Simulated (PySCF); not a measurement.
CH₂FNOSi, SMILES N#CO[SiH2]F.

Coordinates come from a ωB97X-D3(BJ)/def2-SVP optimisation. The structure was generated by enumeration, and PubChem lists no compound with its InChIKey, so it may never have been made. Other conformers were not sampled.

All values below come from PySCF with PBE/def2-TZVP.

The molecule is in vacuum.

Computed frontier levels, gap, dipole moment and polarisability:
```yaml
highest_occupied_level: -7.63 eV
lowest_empty_level: -1.50 eV
orbital_gap: 6.13 eV
dipole_moment: 4.44 D
quadrupole, principal values (traceless, Buckingham form, about the centre of nuclear charge): -10.35, 3.61, 6.74 D·Å
mean_static_polarisability: 43.1 bohr³ (6.39 Å³)
polarisability_principal_values: 34.1, 35.7, 59.6 bohr³
```
